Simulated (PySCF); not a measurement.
# From computed data to an observable: oscillator strength and radiative lifetime

Al(H)2(SMe) (CH₅AlS), SMILES C[S][AlH2].

Coordinates come from a PBE0-D3(BJ)/def2-TZVP optimisation.

PySCF with TDDFT-LC-ωPBE/def2-SVPD puts the first singlet state with f over 0.02 at 5.80 eV (vertical), with the transition dipole (0.225, -0.754, 0.000) in atomic units.

**Question.** Find the oscillator strength, the wavelength and the radiative lifetime that this transition would have in vacuum if emission retraced absorption.

**Answer.** 
|μ|² = 0.6191 au, so |μ| = 2.00 D. ΔE = 5.80/27.211 = 0.2131 hartree. f = (2/3) ΔE |μ|² = 0.088 (the program prints 0.088).
λ = 1239.84/5.80 = 214 nm; ν = 46780 cm⁻¹.
Einstein's coefficient A = 0.6670 ν² f s⁻¹ (ν in cm⁻¹) = 1.3e8 s⁻¹, so τ = 1/A = 7.8 ns. This state is S1. The figure is the radiative limit of this one transition; relaxation, internal conversion, crossing to triplets and a medium change what is measured.
